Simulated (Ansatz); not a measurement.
Cost and result for the atomization energy of FH$_{6}$NSi$_{2}$Sn (`[F][Sn][N]([SiH3])[SiH3]`) (11 atoms, 10 bonds).

```csv
atom,x (Å),y (Å),z (Å)
F1,-1.6507,0.5777,2.5092
Sn2,-1.6996,1.5624,0.8235
N3,-0.2842,0.3248,0.0226
Si4,0.2453,0.5889,-1.6020
Si5,0.3917,-0.9880,0.9545
H6,1.6993,0.8921,-1.6823
H7,-0.0352,-0.5742,-2.4858
H8,-0.5110,1.7684,-2.1217
H9,-0.6415,-1.9766,1.3494
H10,1.1050,-0.5015,2.1608
H11,1.3808,-1.6738,0.0720
```

Charge 0, multiplicity 1. Correlated methods include outer-core shells of Sn, which these sets cover unevenly. Sn takes the def2 core potential. All single points use the PBE0-D4/def2-TZVP geometry. It is one conformer, not always the lowest. Program: Ansatz. All runs use 4 threads of an Arm Neoverse V1 on a shared host. Times are those of one run each, without the atoms' runs, and a repeat can differ threefold. Electronic energies, without spin–orbit coupling; frozen cores. CCSD(T)/CBS adds CCSD(T) − MP2 in def2-TZVPP to the MP2 limit, and its time is that of the two runs behind it. T1 = 0.016. With those shells the extrapolation isn't a true limit. B3LYP takes the VWN-RPA correlation (the form of Gaussian; ORCA's B3LYP/G).

CCSD(T)/CBS is a level of theory with its own doubt, some kJ/mol a heavy atom from the limit and from the frozen cores, so smaller differences don't rank the functionals.

```csv
level,functions,wall time,atomization (kJ/mol),difference from CCSD(T)/CBS,per bond
LDA (SPW92)/def2-TZVPP,280,2.1 s,3911.0,402.4,40.2
revPBE-D4/def2-TZVPP,280,3.5 s,3411.4,-97.2,-9.7
PBE0-D4/def2-TZVPP,280,6 s,3420.1,-88.5,-8.8
BHLYP-D4/def2-TZVPP,280,6.5 s,3402.3,-106.3,-10.6
CAM-B3LYP-D4/def2-TZVPP,280,6.5 s,3500.7,-7.9,-0.8
B3LYP-D4/def2-TZVPP (with forces),280,9 s,3486.7,-21.9,-2.2
r2SCANh-D4/def2-TZVPP,280,9.5 s,3439.1,-69.5,-6.9
PBE-QIDH/def2-TZVPP,280,11 s,3408.1,-100.5,-10.0
CCSD(T)/def2-SVP,120,14 s,3186.2,-322.4,-32.2
ωB97M-V/def2-TZVPP (with forces),280,21 s,3483.2,-25.4,-2.5
MP2/def2-QZVPP,516,38 s,3488.8,-19.8,-2.0
CCSD(T)/def2-TZVPP,280,8.4 min,3381.9,-126.7,-12.7
CCSD(T)/CBS(def2),–,9 min,3508.6,0.0,0.0
```

The D4 term adds +56.1 kJ/mol with B3LYP and +29.4 kJ/mol with PBE0; it sums over pairs of atoms, weighted by their polarisabilities, and B3LYP, whose exchange is more repulsive, gets the larger term. From PBE to PBE0 (25 % exact exchange), in def2-TZVPP and without D4, the atomization energy moves by −56.1 kJ/mol: exact exchange takes away binding that semilocal exchange gives to molecules. Leaving LDA and LC-ωPBE aside and taking each functional with its dispersion term where it has one, the values, not all of them listed here, spread over 114.2 kJ/mol, from r2SCAN0-D4 to ωB97X-V. LDA lies +464.2 kJ/mol from PBE without D4, its usual overbinding.

Spin–orbit coupling would lower the free Sn atoms strongly, and the atomization energy with them, by more than many differences here. For some Ge, Se and Sn compounds the MP2-based and the directly extrapolated limit differ by 10 to 25 kJ/mol.
